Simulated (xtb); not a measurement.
CH₃Si (SMILES C[Si]), doublet, geometry from GFN2-xTB; GFN2-xTB with ALPB(cs2) (xtb).

xtb was given this input:
```
$ xtb mol.xyz --gfn 2 --uhf 1 --alpb cs2 --json

# file mol.xyz
5

C     -1.13014189     0.00566523    -0.00711113
Si     0.81261806    -0.00407353     0.00511319
H     -1.52987408    -0.60088156    -0.82180865
H     -1.52612189     1.01530756    -0.13055784
H     -1.53980551    -0.39138794     0.92344859
```

Task: Write the output that xtb gives for this input, abridged.

Result: 
```
   ID    Z sym.   atoms
    1    6 C      1
    2   14 Si     2
    3    1 H      3-5

           -------------------------------------------------
          |                Calculation Setup                |
           -------------------------------------------------

           -------------------------------------------------
          |                 G F N 2 - x T B                 |
           -------------------------------------------------

      * Solvation model:               ALPB
        Solvent                        cs2
        Parameter file                 internal GFN2-xTB/ALPB
        Dielectric constant                2.6400E+00
        Reference state                gsolv [1 M gas/solution]
        Free energy shift                  4.9805E-03 Eh       3.1253E+00 kcal/mol
        Temperature                        2.9815E+02 K
        Density                            1.2600E+00 kg/L
        Solvent mass                       7.6140E+01 g/mol
        Interaction kernel             P16
        Born radius scaling (c1)           1.3548E+00
        Born radii integrator          GBOBC
        Born offset                        0.0000E+00 a0       0.0000E+00 AA
        H-bond correction              false
        Ion screening                  false
        Surface tension                    1.0000E-05 Eh       1.5569E+01 dyn/cm
        Grid points                               230 per atom

          ...................................................
          :                      SETUP                      :
          :.................................................:
          :  # basis functions                  17          :
          :  # atomic orbitals                  16          :
          :  # shells                            8          :
          :  # electrons                        11          :
          :  max. iterations                   250          :
          :  Hamiltonian                  GFN2-xTB          :
          :  restarted?                      false          :
          :  GBSA solvation                   true          :
          :  PC potential                    false          :
          :  electronic temp.          300.0000000     K    :
          :  accuracy                    1.0000000          :
          :  -> integral cutoff          0.2500000E+02      :
          :  -> integral neglect         0.1000000E-07      :
          :  -> SCF convergence          0.1000000E-05 Eh   :
          :  -> wf. convergence          0.1000000E-03 e    :
          :  Broyden damping             0.4000000          :
          :  net charge                          0          :
          :  unpaired electrons                  1          :
          ...................................................

 iter      E             dE          RMSdq      gap      omega  full diag
   1     -5.3214893 -0.532149E+01  0.673E+00    0.00       0.0  T
   2     -5.3360177 -0.145284E-01  0.295E+00    0.00       1.0  T
   3     -5.3377457 -0.172807E-02  0.187E+00    0.00       1.0  T
   4     -5.3379391 -0.193368E-03  0.515E-01    0.00       1.0  T
   5     -5.3379796 -0.404525E-04  0.334E-01    0.00       1.0  T
   6     -5.3380178 -0.382492E-04  0.772E-02    0.00       1.0  T
   7     -5.3380189 -0.111633E-05  0.298E-02    0.00       1.5  T
   8     -5.3380192 -0.234023E-06  0.747E-03    0.00       6.0  T
   9     -5.3380192 -0.317729E-07  0.262E-03    0.00      17.1  T
  10     -5.3380192 -0.145206E-08  0.186E-03    0.00      24.0  T
  11     -5.3380192  0.237081E-10  0.187E-03    0.00      23.9  T
  12     -5.3380192 -0.165602E-08  0.246E-04    0.00     181.8  T
  13     -5.3380192 -0.297744E-10  0.363E-05    0.00    1232.2  T

   *** convergence criteria satisfied after 13 iterations ***

         :::::::::::::::::::::::::::::::::::::::::::::::::::::
         ::                     SUMMARY                     ::
         :::::::::::::::::::::::::::::::::::::::::::::::::::::
         :: total energy              -5.279008155666 Eh    ::
         :: total w/o Gsasa/hb        -5.282233666099 Eh    ::
         :: gradient norm              0.002095006864 Eh/a0 ::
         :: HOMO-LUMO gap              0.000000000126 eV    ::
         ::.................................................::
         :: SCC energy                -5.338019143570 Eh    ::
         :: -> isotropic ES           -0.000282036026 Eh    ::
         :: -> anisotropic ES         -0.003133270380 Eh    ::
         :: -> anisotropic XC          0.002136755184 Eh    ::
         :: -> dispersion             -0.001801034340 Eh    ::
         :: -> Gsolv                   0.002004655163 Eh    ::
         ::    -> Gelec               -0.001220855270 Eh    ::
         ::    -> Gsasa               -0.001754957588 Eh    ::
         ::    -> Ghb                  0.000000000000 Eh    ::
         ::    -> Gshift               0.004980468022 Eh    ::
         :: repulsion energy           0.059010987905 Eh    ::
         :: add. restraining           0.000000000000 Eh    ::
         :: total charge              -0.000000000000 e     ::
         :::::::::::::::::::::::::::::::::::::::::::::::::::::

           -------------------------------------------------
          |                Property Printout                |
           -------------------------------------------------

    * Orbital Energies and Occupations

         #    Occupation            Energy/Eh            Energy/eV
      -------------------------------------------------------------
         1        2.0000           -0.6058903             -16.4871
         2        2.0000           -0.5151463             -14.0178
         3        2.0000           -0.4493445             -12.2273
         4        2.0000           -0.4493445             -12.2273
         5        2.0000           -0.3289539              -8.9513
         6        0.5000           -0.2213553              -6.0234 (HOMO)
         7        0.5000           -0.2213553              -6.0234 (LUMO)
         8                         -0.1224414              -3.3318
         9                         -0.0281524              -0.7661
        10                         -0.0281524              -0.7661
        11                          0.0063769               0.1735
        12                          0.0063769               0.1735
        13                          0.2172031               5.9104
        14                          0.2382458               6.4830
        15                          0.2382458               6.4830
        16                          0.3825391              10.4094
      -------------------------------------------------------------
                  HL-Gap            0.0000000 Eh            0.0000 eV
             Fermi-level           -0.2482549 Eh           -6.7554 eV

     #   Z          covCN         q      C6AA      α(0)
     1   6 C        3.640    -0.194    24.740     7.153
     2  14 Si       0.867     0.235   232.796    33.156
     3   1 H        0.924    -0.014     3.304     2.843
     4   1 H        0.924    -0.014     3.304     2.843
     5   1 H        0.924    -0.014     3.304     2.843

 Mol. C6AA /au·bohr⁶  :        640.352533
 Mol. C8AA /au·bohr⁸  :      29785.777026
 Mol. α(0) /au        :         48.837277

Wiberg/Mayer (AO) data.
largest (>0.10) Wiberg bond orders for each atom

 ---------------------------------------------------------------------------
     #   Z sym  total        # sym  WBO       # sym  WBO       # sym  WBO
 ---------------------------------------------------------------------------
     1   6 C    3.937 --     3 H    0.990     4 H    0.990     5 H    0.990
                             2 Si   0.966
     2  14 Si   0.981 --     1 C    0.966
     3   1 H    0.996 --     1 C    0.990
     4   1 H    0.996 --     1 C    0.990
     5   1 H    0.996 --     1 C    0.990
 ---------------------------------------------------------------------------

Topologies differ in total number of bonds
Writing topology from bond orders to xtbtopo.mol

molecular dipole:
                 x           y           z       tot (Debye)
 q only:        0.892      -0.004       0.006
   full:       -0.028       0.000      -0.000       0.070
molecular quadrupole (traceless):
                xx          xy          yy          xz          yz          zz
 q only:       -0.597       0.004       0.299      -0.006       0.000       0.299
  q+dip:       -1.670       0.013       0.835      -0.016       0.000       0.835
   full:       -2.405       0.018       1.203      -0.023       0.000       1.203

           -------------------------------------------------
          | TOTAL ENERGY               -5.279008155666 Eh   |
          | GRADIENT NORM               0.002095006864 Eh/α |
          | HOMO-LUMO GAP               0.000000000126 eV   |
           -------------------------------------------------

normal termination of xtb
```
